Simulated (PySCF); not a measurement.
Vertical excitations of a molecule C₃H₆FNSi from TDDFT-PBE0/def2-SVPD run with PySCF, as energy in eV (oscillator strength): 5.60 (0.032), 6.54 (0.002), 6.85 (0.062), 7.04 (0.130), 7.11 (0.030), 7.37 (0.005), 7.62 (0.060), 7.84 (0.005), 7.93 (0.020), 8.07 (0.049). Lowest triplet (TDA): 4.27 eV. The structure is a stationary point at PBE0-D3(BJ)/def2-SVP. One conformer was computed; it need not be the lowest.

Which molecule gave these data?
A) F[Si@H]1C=CCN1
B) C[C@](F)([SiH3])C#N
C) C#C[Si@@H](F)NC
D) C=C/C=N/[SiH2]F

A, F[Si@H]1C=CCN1
